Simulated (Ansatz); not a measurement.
Problem. Name a neutral molecule of C, Cl, Ge, N, Si and H with HOMO energy (PBE0/def2-TZVPP) between -6.80 and -6.50 eV and HOMO energy (ωB97M-V/def2-TZVPP) between -8.90 and -8.60 eV (Ansatz, PBE0-D4/def2-TZVP geometry).

Solution. `C=C[N]([GeH3])[SiH2]Cl` (-6.56 eV, -8.74 eV). Other molecules can fit too; these were computed, each in one conformer that needn't be the lowest.
